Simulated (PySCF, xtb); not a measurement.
GaFBr2, SMILES [F][Ga]([Br])[Br].

Harmonic wavenumbers (cm⁻¹) from GFN2-xTB (xtb 6.7.1) at its own minimum, in rising order: 65, 106, 114, 227, 339, 459.

**Question.** What does PBE-D3(BJ)/def2-SVP (PySCF) give at its own minimum? (The exact figures need the calculation; the answer reports its results.)

**Answer.** 82, 134, 153, 258, 355, 693. Paired by order, the mean absolute difference is 61 cm⁻¹ and the zero-point energies are 1.9 and 2.4 kcal/mol.
